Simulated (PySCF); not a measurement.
In(Br)2(NH2) (Br₂H₂InN), SMILES [NH2][In]([Br])[Br]. Atoms are numbered in the order given.

```xyz
6

In     0.0209    -0.5488     0.0000
Br    -0.0081     0.7265     2.1151
Br    -0.0081     0.7265    -2.1151
N     -0.1278    -2.5576     0.0000
H      0.2172    -3.0302    -0.8317
H      0.2172    -3.0302     0.8317
```
Charge 0, spin multiplicity 1.

The structure is a stationary point at PBE0-D3(BJ)/def2-SVP. The structure was generated by enumeration; whether it is a known compound was not checked. The def2 effective core potentials stand for the cores of In; spin–orbit coupling is left out. One conformer was computed; it need not be the lowest.

Calculation: PBE/def2-TZVP (PySCF).

Symmetry labels are those of the subgroup Cs that the program uses (full group Cs).

Q: List the valence orbital energies around the gap with their symmetry. (The exact figures need the calculation; the answer reports its results.)

A: 
```tsv
orbital	symmetry	energy (eV)
HOMO−7	A'	-11.20
HOMO−6	A'	-9.01
HOMO−5	A"	-8.43
HOMO−4	A'	-7.61
HOMO−3	A'	-7.27
HOMO−2	A"	-7.23
HOMO−1	A"	-7.12
HOMO	A'	-6.61
LUMO	A'	-3.14
LUMO+1	A'	-1.94
LUMO+2	A'	-0.34
LUMO+3	A"	-0.03
```
